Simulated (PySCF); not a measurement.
## NbCl: one state, many levels of theory

State: ⁵Π (quintet), unpaired electrons σ ↑, π ↑, δ ↑↑. Set-up: PySCF, spin-free X2C with a Gaussian nucleus, basis sets Nb x2c-TZVPPall, Cl x2c-TZVPPall. De refers to Nb (4d4 5s1) + Cl in their high-spin ground configurations, without counterpoise correction. The functionals are run spin-unrestricted. A positive dipole means Nb(−)Cl(+).

| Level | Re (Å) | ωe (cm⁻¹) | De (eV) | μ (D) | CPU s a point (SCF and correlation, without the integrals) |
| --- | --- | --- | --- | --- | --- |
| UHF-MP2 | 2.272 | 410 | n/a | n/a | 15 |
| UHF-SCS-MP2 | 2.299 | 393 | n/a | n/a | n/a |
| PBE | 2.282 | 392 | 4.64 | -3.08 | 1.8 |
| PW91 | 2.281 | 393 | 4.68 | -3.07 | 1.3 |
| r²SCAN | 2.293 | 390 | 4.55 | -3.50 | 2.3 |
| r²SCANh | 2.294 | 390 | 4.48 | -3.70 | 4.6 |
| PBE0 | 2.287 | 393 | 4.47 | -3.72 | 5.3 |
| M06 | 2.296 | 394 | 4.76 | -4.19 | 17 |
| BHandHLYP | 2.320 | 381 | 4.33 | -4.21 | 11 |
| LC-ωPBE | 2.298 | 390 | 4.49 | -4.32 | 12 |

**Question.** What does a quarter of exact exchange do here, going from PBE to PBE0?

**Answer.** PBE0 less PBE: +0.5 pm in Re, +0.3 % in ωe, -0.17 eV in De. Exact exchange removes part of the self-interaction that spreads semilocal densities, and in most molecules shortens and stiffens the bond and lowers De; here Re goes the other way.

**Question.** What does the step from GGA to meta-GGA do here, going from PBE to r²SCAN?

**Answer.** r²SCAN less PBE: +1.1 pm in Re, -0.5 % in ωe, -0.09 eV in De. 

Correlated steps freeze 19 core orbitals. The metal atom is held in its measured ground configuration; semilocal functionals can put another filling of s and d lower by some tenths of an eV, and De to that atom would be smaller. These are scalar-relativistic numbers at best; spin–orbit coupling would shift them, the dissociation energy most. The state is the lowest single determinant that the PBE0 search found; with open d or f shells the true ground state can be another one.

The whole job (state search and all levels along the bond) took about 11 min on 2 threads of Intel Xeon 6975P-C (shared host), peak memory 5.9 GiB.
